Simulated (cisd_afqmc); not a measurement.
Input (AFQMC/CISD/cc-pV(D+d)Z; cisd_afqmc is a phaseless AFQMC code with CISD trial states that reads the integrals written by Ansatz): A basis named .json is the Basis Set Exchange file of that set.

Ansatz 0.2 input:
```python
import cisd_afqmc

open("ham.yaml", "w").write("""\
crystal:
  periodic: [false, false, false]
  atoms:
    - {symbol: Si, position_ang: [-0.00000000, -0.00000000, -1.03359826]}
    - {symbol: S, position_ang: [0.00000000, 0.00000000, 0.90439848]}
basis:
  gaussian:
    orbitals: cc-pV_D+d_Z.json
magnetization: {spin_polarized: false}
correlation: {method: ccsd, electrons: outside_noble_gas, hamiltonian_folder: ham}
""")
rep = cisd_afqmc.ansatz("ham.yaml")
e_ccsd = rep["correlation"]["coupled_cluster"]["energy"]["hartree"]
out = cisd_afqmc.run("ham", e_ccsd, trial="CISD", walkers=200, populations=8, threads=8, dt=0.005, steps=40, early=24, settle=10, least=32,
    cut=5e-5, rank_cut=2e-4, target=0.0004, seconds=1500, seed=1, memory=17280, gpu=False)
```

Output:

```
orbitals 36, occupied [5], factors 203 of 486, rank of the doubles 78 of 155
E(HF) = -686.486542
E(CCSD) on the cut factors = -686.715631, shift to the whole factors -0.000008
Energy of the trial state on the determinant = -686.715592
  tau behind 7.2 of longer steps, mean of the populations' last blocks
   2.0  -686.72802
   4.0  -686.72884
   6.0  -686.72799
   8.0  -686.72781
blocks 346 (1 outliers left out), error by blocks joined: 1: 0.00018, 2: 0.00023, 4: 0.00028, 8: 0.00032, 16: 0.00039
E(AFQMC/CISD) = -686.72836 +/- 0.00039
```

The error still grows at the longest joins of blocks, or few joins were possible, so the printed bar may be too narrow.
